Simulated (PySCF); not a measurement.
Ligand exchange on a metal centre used in film growth or etching (Zn NH2-CH3). Isolated molecules, 0 K electronic values unless said otherwise. One relaxed conformer stands for each flexible species; it need not be the lowest.

The numbers are results of PBE-D3(BJ)/def2-TZVP // BP86-D3(BJ)/def2-SVP (PySCF), not measurements. All candidates: neutral, multiplicity 1. 

```
Property          Value
-------------  --------
HOMO–LUMO gap   4.57 eV
HOMO           -5.40 eV
LUMO           -0.83 eV
```

### Question
Say which member has these values.
A) [Zn(CH3)2]
B) [Zn(NH2)2]
C) [Zn(NH2)(CH3)]

### Answer
C, [Zn(NH2)(CH3)]. The others give [Zn(CH3)2]: 5.49 eV, -6.03 eV, -0.54 eV; [Zn(NH2)2]: 4.31 eV, -5.53 eV, -1.22 eV
